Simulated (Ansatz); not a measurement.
A run for Ansatz (an electronic-structure program): R-PBE0/def2-TZVPP on C3H8S2 (SMILES CSCSC).

Ansatz 0.2 input:
```yaml
crystal:
  periodic: [false, false, false]
  atoms:
    - {symbol: C, position_ang: [2.02210392, -0.81574239, -0.49038759]}
    - {symbol: S, position_ang: [1.05126338, -0.33013510, 0.95841881]}
    - {symbol: C, position_ang: [0.18961072, 1.11951645, 0.28321473]}
    - {symbol: S, position_ang: [-0.96684463, 0.82864261, -1.08712917]}
    - {symbol: C, position_ang: [-2.19420310, -0.20033870, -0.24322707]}
    - {symbol: H, position_ang: [1.36519779, -0.98197597, -1.34285833]}
    - {symbol: H, position_ang: [2.52935100, -1.74498168, -0.23654635]}
    - {symbol: H, position_ang: [2.76580758, -0.05711703, -0.73521100]}
    - {symbol: H, position_ang: [-0.33691283, 1.56862359, 1.12533159]}
    - {symbol: H, position_ang: [0.91464080, 1.84235464, -0.09084564]}
    - {symbol: H, position_ang: [-2.91291609, -0.52005099, -0.99586122]}
    - {symbol: H, position_ang: [-2.71366323, 0.36542479, 0.53047843]}
    - {symbol: H, position_ang: [-1.71343529, -1.07422024, 0.19388040]}
basis:
  gaussian:
    orbitals: def2-TZVPP
hamiltonian:
  xc: {name: PBE0}
scf: {lower_state_search: off}
```

Program output:

```
WARN ansatz: RAYON_NUM_THREADS=6 ignored (pool sized by the plan → 6); use --threads N
Functional definition: PBE0
these checks for a lower state are left out or cut short: stability, starts, cluster_reference, orbital_swaps, neighbouring_geometries, increment
integrals: 0.29 GiB planned
1642 factors; their error is unknown
mean field: 2.31 GiB planned
mean field evaluation 1: about -24893.8989 eV, gradient 6.3e1 eV
mean field evaluation 2: about -24889.2799 eV, gradient 7.4e1 eV
mean field evaluation 4: about -24902.7895 eV, gradient 2.9e0 eV
mean field evaluation 8: about -24902.8069 eV, gradient 5.3e-2 eV
mean field evaluation 16: about -24902.8126 eV, gradient 1.8e-5 eV
mean field -24902.81260075 eV, -915.1614833450 hartree, gradient 5.2e-6 eV, S^2 0.000000; 0 other end points of the search recorded, 0 dependent functions left out
reference -24902.81263325 eV, -915.1614845395 hartree; 29, 29 occupied and 260, 260 virtual orbitals, 1642 factors
Total energy: -24902.81263325 eV, -915.1614845395 hartree
Checks for a lower state left out: stability, starts, cluster_reference, orbital_swaps, neighbouring_geometries, increment
```

The calculation finished and met its thresholds.

Cost: around 8 core-seconds (rough).
